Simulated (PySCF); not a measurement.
## Vertical excitation energies

Species: C3H9F2PSi2.
Cartesian coordinates in Å at the GFN2-xTB level; atoms count from 1:
```xyz
17
C3H9F2PSi2 angstrom
F      4.1680    0.2441    0.1041
Si     2.5884    0.1596    0.4091
P      1.8265   -1.5803   -0.7672
Si    -0.3447   -1.5306   -0.2430
C     -1.1740    0.1310   -0.6226
C     -2.3854    0.5536    0.1729
C     -1.0815    1.2387    0.3732
F     -0.4023    0.9949    1.5373
H      2.4875   -0.0997    1.8343
H      2.1152    1.4732   -0.0084
H      1.6995   -0.9001   -1.9658
H     -0.4996   -1.8395    1.1776
H     -1.0191   -2.5392   -1.0679
H     -1.1563    0.4463   -1.6593
H     -3.1791    1.0978   -0.3165
H     -2.7212   -0.1070    0.9565
H     -0.9290    2.2691    0.0757
```

Computed with TDDFT B3LYP/def2-SVPD, vertical, gas phase, core orbitals frozen in the response in PySCF 2.14.0, density-fitted response routines.

Question: What does the calculation give for the low-lying excited states?

Answer: 

```tsv
state	E (eV)	E (kJ/mol)	λ (nm)	f	main configurations (H = HOMO, L = LUMO)
S1	5.72	552	216.8	0.018	H→L (88%)
S2	6.10	589	203.2	0.013	H→L+1 (88%)
S3	6.44	621	192.5	0.080	H→L+2 (72%), H→L+4 (13%)
S4	6.60	637	187.8	0.015	H→L+4 (41%), H→L+3 (23%), H→L+2 (17%)
S5	6.72	648	184.6	0.057	H→L+3 (44%), H→L+4 (25%), H-2→L (19%)
S6	6.95	671	178.4	0.0069	H→L+5 (60%), H-1→L (18%), H→L+4 (10%)
S7	7.02	678	176.6	0.042	H-1→L (70%), H→L+5 (17%)
S8	7.08	684	175.0	0.054	H-2→L (63%), H→L+3 (12%)
```

Triplets, Tamm–Dancoff:

| state | E (eV) | λ (nm) | main configurations (H = HOMO, L = LUMO) |
| --- | --- | --- | --- |
| T1 | 5.26 | 235.7 | H→L (86%) |
| T2 | 5.44 | 227.9 | H→L+1 (71%) |
| T3 | 5.92 | 209.4 | H→L+3 (44%), H→L+2 (41%) |

The lowest singlet comes at 217 nm (552 kJ/mol) in the ultraviolet; it is weak; its leading configuration is HOMO→LUMO (88%). The most intense listed level is S3 at 6.44 eV (193 nm, f = 0.080), 0.72 eV above S1. Löwdin shares by element: HOMO phosphorus 59%, silicon 19%, hydrogen 6% or more (atoms not listed hold the other 16%); LUMO silicon 42%, phosphorus 18%, hydrogen 8% or more (atoms not listed hold the other 31%). The listed states span 1.37 eV, and the widest gap between neighbours is 0.39 eV (S1 to S2). Of the 8 states listed, 7 reach f = 0.01 and none stays under 0.0005. Weighted by f, the mean energy of these states is 6.66 eV. Singlets were solved by full linear response, triplets in the Tamm–Dancoff approximation.

One conformer stands for the species.
